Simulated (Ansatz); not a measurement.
Reaction (substitution at a C–C bond): `C/C(Cl)=C/CF` + `B[SeH]` → `B[Se]CF` + `C=C(C)Cl`

Isolated molecules relaxed with PBE0-D4/def2-TZVP in Ansatz; ΔE leaves out vibrations. CCSD(T)/CBS is the MP2 limit (def2-TZVPP, def2-QZVPP) plus CCSD(T) − MP2 in def2-TZVPP, frozen cores. DFT in def2-TZVPP. For Se outer-core shells are correlated without core-valence functions, which leaves a few kJ/mol of doubt a bond. Scalar relativity is left out up to krypton. Each species was taken in one conformer, which may not be the lowest.

```
         level  ΔE (eV)
        revPBE     0.11
MP2/def2-QZVPP     0.16
```

Question: What does CCSD(T)/CBS give? (Best estimate.)

Answer: The calculation gave: +0.17 eV. The listed levels differ from it by -0.06, -0.01 eV.

Largest T1 diagnostic among the species: 0.013.

From BLYP to BHLYP (50 % exact exchange), in def2-TZVPP and without D4, ΔE moves by +0.10 eV. Leaving LDA and LC-ωPBE aside and taking each functional with its dispersion term where it has one, the values, not all of them listed here, spread over 0.09 eV, from BLYP-D4 to CAM-B3LYP-D4. LDA lies +0.10 eV from PBE without D4.
